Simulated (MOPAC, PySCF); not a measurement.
C$_{2}$H$_{6}$BN, SMILES `B/C=C\N`, neutral singlet in the gas phase. 

Z-matrix (Å, degrees):
```
C
C 1 1.3702
N 2 1.3456 1 126.85
H 3 1.0018 2 121.35 1 179.89
H 3 1.0062 4 118.63 2 179.81
H 1 1.0844 2 114.09 3 179.96
H 2 1.0869 3 112.91 4 -0.13
B 1 1.5000 6 121.18 2 -180.00
H 8 1.1936 1 121.66 6 -0.03
H 8 1.2025 9 117.21 1 -179.99
```
Charge 0, spin multiplicity 1.

All levels are single points at this geometry (B3LYP-D3(BJ)/def2-TZVP); Pople sets use spherical d functions. Orbital energies aren't observables, and empty levels follow the basis.

PBE/6-31G* in PySCF gives gap (eV) = 3.43.

Task: Estimate the gap (eV) from each of these levels: B3LYP-D3(BJ)/def2-TZVP in PySCF; PBE-D3(BJ)/def2-TZVP in PySCF; B3LYP/6-311+G** in PySCF; B3LYP/6-31G* in PySCF; BP86/6-31G* in PySCF; SVWN5/6-31G* in PySCF; HF/3-21G in PySCF; HF/6-31G* in PySCF; HF/STO-3G in PySCF; AM1 in MOPAC; PM3 in MOPAC; PM7 in MOPAC.

Result: 
```json
[
 {"level": "B3LYP-D3(BJ)/def2-TZVP in PySCF", "gap (eV)": "4.83"},
 {"level": "PBE-D3(BJ)/def2-TZVP in PySCF", "gap (eV)": "3.34"},
 {"level": "B3LYP/6-311+G** in PySCF", "gap (eV)": "4.80"},
 {"level": "B3LYP/6-31G* in PySCF", "gap (eV)": "4.98"},
 {"level": "BP86/6-31G* in PySCF", "gap (eV)": "3.44"},
 {"level": "SVWN5/6-31G* in PySCF", "gap (eV)": "3.37"},
 {"level": "HF/3-21G in PySCF", "gap (eV)": "11.37"},
 {"level": "HF/6-31G* in PySCF", "gap (eV)": "11.44"},
 {"level": "HF/STO-3G in PySCF", "gap (eV)": "12.95"},
 {"level": "AM1 in MOPAC", "gap (eV)": "9.60"},
 {"level": "PM3 in MOPAC", "gap (eV)": "8.87"},
 {"level": "PM7 in MOPAC", "gap (eV)": "8.47"}
]
```
